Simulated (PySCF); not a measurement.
Below is a simulated gas-phase C 1s photoelectron spectrum of `B(/C=C/CC)(OC)OC`.

Every computed line was given a Gaussian of 0.5 eV full width at half maximum and an area set by the number of equivalent atoms; the highest printed point is 100. Method: delta-SCF UKS SCAN, pcX-2 on the ionised atom, pcseg-1 elsewhere, spin-free X2C (PySCF).

(binding energy (eV), intensity): (288.7, 0), (288.8, 2), (288.9, 5), (289.0, 12), (289.1, 23), (289.2, 37), (289.3, 47), (289.4, 48), (289.5, 40), (289.6, 29), (289.7, 24), (289.8, 27), (289.9, 38), (290.0, 50), (290.1, 60), (290.2, 68), (290.3, 79), (290.4, 92), (290.5, 100), (290.6, 94), (290.7, 73), (290.8, 46), (290.9, 24), (291.0, 10), (291.1, 3), (291.2, 1), (291.3, 1), (291.4, 3), (291.5, 9), (291.6, 22), (291.7, 45), (291.8, 72), (291.9, 93), (292.0, 95), (292.1, 79), (292.2, 52), (292.3, 28), (292.4, 12), (292.5, 4), (292.6, 1), (292.7, 0)

Q: Count the maxima, the lines and the sites behind this envelope.

A: The curve has 3 maxima (at 289.4, 290.5 and 292.0 eV). Under it lie 5 lines from 5 inequivalent carbon sites. At this width some lines have no maximum of their own.

Q: Decompose the envelope and assign each component. Numbering: `[CH3:1][CH2:2]/[CH:3]=[CH:4]/[B:5]([O:6][CH3:7])[O:8][CH3:9]`.

A: 
```json
{"position (eV)": "289.36", "relative area": "1", "line": "C 1s", "atoms": "C4", "environment": "alkene CH carbon"}
{"position (eV)": "290.07", "relative area": "1", "line": "C 1s", "atoms": "C3", "environment": "alkene CH carbon"}
{"position (eV)": "290.50", "relative area": "1", "line": "C 1s", "atoms": "C1", "environment": "methyl carbon"}
{"position (eV)": "290.58", "relative area": "1", "line": "C 1s", "atoms": "C2", "environment": "allylic carbon"}
{"position (eV)": "291.96", "relative area": "2", "line": "C 1s", "atoms": "C7/C9", "environment": "methoxy carbon"}
```

The listed C 1s values span 2.60 eV, from C4 (bonded to C (double bond), H and B) to C7/C9 (bonded to O and 3 H). Summing the Pauling electronegativity differences to the bonded atoms, each weighted by its formal bond order, gives -0.86 for the lowest site and -0.16 for the highest; no listed site has a larger sum than the highest. The smallest sum, -1.05, belongs to C1, 1.14 eV above the lowest.

The curve has no shake-up lines and no vibrational structure. One atom of each set of topologically equivalent atoms was ionised and stands for the set; in this conformer not all members are related by symmetry, and their own values weren't computed. Geometry: PBE0-D3(BJ)/def2-SVP, one conformer, isolated molecule.

On Arm Neoverse N1, one thread, on a shared host, this took 4.6 min of wall time and 0.70 GiB of memory at its peak.

The values belong to the conformer `[CH3:1][CH2:2]/[CH:3]=[CH:4]/[B:5]([O:6][CH3:7])[O:8][CH3:9]`: C1–C2–C3–C4 -124°, C3–C4–B5–O6 -1°, C4–B5–O6–C7 180°, C4–B5–O8–C9 -1°.
